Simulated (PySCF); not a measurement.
Al(OH)2 (AlH2O2), SMILES [OH][Al][OH], multiplicity 2. Geometry optimised at PBE0-D3(BJ)/def2-TZVP. The spin state was assumed, not searched. The isomer is the one that the SMILES or the coordinates give; other isomers of the formula were not compared. The values are those of a single conformer.

Q: Give the equilibrium geometry at PBE0-D3(BJ)/def2-TZVP (PySCF confirms it by a frequency run) as a Z-matrix, and its point group. (The exact figures need the calculation; the answer reports its results.)

A: One answer among several that fit: point group C2v.
```
Al
O 1 1.6987
H 2 0.9569 1 125.67
O 1 1.6987 2 124.99 3 0.00
H 4 0.9569 1 125.67 2 0.00
```
Charge 0, spin multiplicity 2.
